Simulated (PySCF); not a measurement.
SMILES [CH2]OCC(C)O (C4H9O2), doublet, GFN2-xTB optimised geometry.

```
15

C      0.49     1.33    -1.10
O      0.20     0.58     0.00
C      0.69    -0.73     0.00
C      0.20    -1.45     1.26
C     -1.32    -1.63     1.23
O      0.88    -2.68     1.31
H      0.79     0.84    -2.01
H      0.00     2.28    -1.11
H      1.79    -0.73     0.00
H      0.35    -1.28    -0.89
H      0.47    -0.83     2.13
H     -1.59    -2.28     0.40
H     -1.67    -2.07     2.16
H     -1.79    -0.66     1.09
H      0.53    -3.20     2.03
```

Density from unrestricted PBE0/def2-TZVP (PySCF 2.14.0) at that geometry.

Minimum of the electron density along straight lines between bonded atoms, close to the bond critical point (lines longer than 1.1 times the sum of covalent radii, or with two minima, are not listed):

| bond | length / Å | ρ at the minimum / e bohr⁻³ | ∇²ρ there / e bohr⁻⁵ | position (fraction from the first atom) |
|---|---|---|---|---|
| C1–O2 | 1.361 | 0.284 | -0.31 | 0.33 |
| O2–C3 | 1.405 | 0.263 | -0.51 | 0.66 |
| C3–C4 | 1.531 | 0.256 | -0.68 | 0.50 |
| C4–C5 | 1.526 | 0.251 | -0.64 | 0.51 |
| C4–O6 | 1.413 | 0.264 | -0.61 | 0.35 |
| C1–H7 | 1.075 | 0.290 | -1.04 | 0.65 |
| C1–H8 | 1.071 | 0.295 | -1.07 | 0.65 |
| C3–H9 | 1.099 | 0.282 | -0.99 | 0.65 |
| C3–H10 | 1.099 | 0.281 | -0.98 | 0.65 |
| C4–H11 | 1.102 | 0.282 | -0.98 | 0.65 |
| C5–H12 | 1.088 | 0.279 | -0.95 | 0.64 |
| C5–H13 | 1.089 | 0.277 | -0.94 | 0.64 |
| C5–H14 | 1.086 | 0.280 | -0.97 | 0.64 |
| O6–H15 | 0.964 | 0.361 | -2.44 | 0.80 |
